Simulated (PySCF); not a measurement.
**Löwdin shares of the frontier orbitals**

C7H5FO2.
SMILES with atom numbers: `[CH:1]#[C:2][C:3]1=[CH:4][O:5][C:6]([CH2:7][F:8])=[CH:9][O:10]1` (hydrogens: H11 on C1; H12 on C4; H13, H14 on C7; H15 on C9)

The calculation used TDDFT CAM-B3LYP/def2-SVPD, vertical, gas phase, core orbitals frozen in the response (PySCF 2.14.0, density-fitted response routines). The structure is a single PBE0-D3(BJ)/def2-SVP conformer in the gas phase; no vibrational or solvent corrections. Torsions of this conformer, `[CH:1]#[C:2][C:3]1=[CH:4][O:5][C:6]([CH2:7][F:8])=[CH:9][O:10]1`: O5–C6–C7–F8 179°.

Kohn–Sham orbitals with the atoms that hold most of them (Löwdin shares over 4%, at most four atoms; ? is withheld):

| orbital | ε (eV) | atoms |
| --- | --- | --- |
| LUMO+2 | 1.38 | C7 24%, C1 11%, F8 10%, C2 9% |
| LUMO+1 | 1.02 | C1 14%, C4 14%, C2 14%, C3 10% |
| LUMO | -0.05 | ? |
| HOMO | ? | ? |
| HOMO-1 | -9.07 | C1 21%, C2 18%, C6 15%, C9 13% |
| HOMO-2 | -9.95 | C2 43%, C1 42%, C3 5% |
| HOMO-3 | -11.03 | C2 24%, C1 17%, C3 15%, C9 8% |

**Question.** Give the leading atoms of the HOMO.

**Answer.** O10 (bonded to 2 C) 20%; O5 (bonded to 2 C) 20%; C4 (bonded to C, O and H) 12%; C3 (bonded to 2 C and O) 12%. By element: oxygen 39%, carbon 24% or more.

**Question.** Which atoms hold the LUMO, and with what shares?

**Answer.** C4 (bonded to C, O and H) 22%; C3 (bonded to 2 C and O) 16%; C1 (bonded to C and H) 13%; C2 (bonded to 2 C) 11%.

**Question.** What is the HOMO energy, and the HOMO–LUMO gap?

**Answer.** ε(HOMO) = -7.11 eV; the gap is 7.07 eV (0.2596 hartree).

**Question.** How does S1 compare with the orbital gap of 7.07 eV?

**Answer.** S1 is at 3.76 eV (f = 0.018), 3.30 eV below the gap, made of HOMO→LUMO (95%). 

**Question.** Give energy, strength and leading configuration of S1, S2 and S4, and follow the Löwdin shares of the leading atoms from the occupied to the empty orbital.

**Answer.** 
- S1 (3.76 eV, f 0.018), HOMO→LUMO (95%): O10 20% → at most 12%, O5 20% → at most 12%, C4 12% → 22%, C3 12% → 16%
- S2 (4.78 eV, f 0.0031), HOMO→LUMO+1 (83%): O10 20% → at most 11%, O5 20% → at most 11%, C1 at most 12% → 14%, C4 12% → 14%
- S4 (5.93 eV, f 0.0062), HOMO-2→LUMO (76%): C2 43% → 11%, C1 42% → 13%, C4 at most 4% → 22%, C3 5% → 16%

Löwdin shares depend on the basis, the more so with diffuse functions.
